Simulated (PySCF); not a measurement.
Species: C3H5F3Si.
SMILES: `C1[SiH2][C@]1(C(F)F)F`

Method used: TDDFT B3LYP/def2-SVPD, vertical, gas phase, core orbitals frozen in the response in PySCF. Geometry: GFN2-xTB, one conformer, isolated molecule. Torsions of this conformer, `[F:1][CH:2]([F:3])[C@@:4]1([F:5])[CH2:6][SiH2:7]1`: F1–C2–C4–F5 85°.

Problem. List the vertical singlet excitations with oscillator strengths and describe the spectrum.

Solution. 

| state | λ (nm) | E (eV) | f | main configurations (H = HOMO, L = LUMO) |
| --- | --- | --- | --- | --- |
| S1 | 202.2 | 6.13 | 0.189 | H→L (92%) |
| S2 | 193.6 | 6.40 | 0.0047 | H→L+1 (72%), H→L+2 (24%) |
| S3 | 188.4 | 6.58 | 0.0048 | H→L+2 (66%), H→L+1 (19%), H→L+3 (11%) |
| S4 | 180.9 | 6.85 | 0.043 | H→L+3 (44%), H-1→L (36%) |
| S5 | 179.0 | 6.92 | 0.032 | H-1→L (52%), H→L+3 (42%) |
| S6 | 166.2 | 7.46 | 0.0068 | H→L+4 (86%) |
| S7 | 164.2 | 7.55 | 0.0013 | H-1→L+1 (56%), H-1→L+2 (41%) |
| S8 | 160.8 | 7.71 | 0.032 | H→L+5 (91%) |

Triplets, Tamm–Dancoff:

| state | E (eV) | λ (nm) | main configurations (H = HOMO, L = LUMO) |
| --- | --- | --- | --- |
| T1 | 4.83 | 256.7 | H→L (95%) |
| T2 | 5.88 | 210.7 | H→L+1 (51%), H→L+2 (46%) |
| T3 | 6.16 | 201.3 | H-1→L (57%), H→L+3 (12%), H→L+2 (10%) |

The lowest singlet comes at 202 nm (592 kJ/mol) in the ultraviolet; it is strong; its leading configuration is HOMO→LUMO (92%). The lowest level is also the most intense of those listed (f = 0.189). Löwdin shares by element: HOMO carbon 44% or more, silicon 27%, fluorine 12% or more (atoms not listed hold the other 18%); LUMO silicon 45%, hydrogen 22% or more, carbon 14% or more (atoms not listed hold the other 19%). The listed states span 1.58 eV, and the widest gap between neighbours is 0.53 eV (S5 to S6). The oscillator strengths of these states sum to 0.314; summed over the whole spectrum of an exact calculation they would give the number of electrons, 64 (Thomas–Reiche–Kuhn). Orbital energies (eV): HOMO-3 -10.43, HOMO-2 -9.99, HOMO-1 -8.52, HOMO -7.30, LUMO -0.66, LUMO+1 0.22, LUMO+2 0.41. Only the lowest 8 singlets were computed, as vertical energies without vibronic structure.
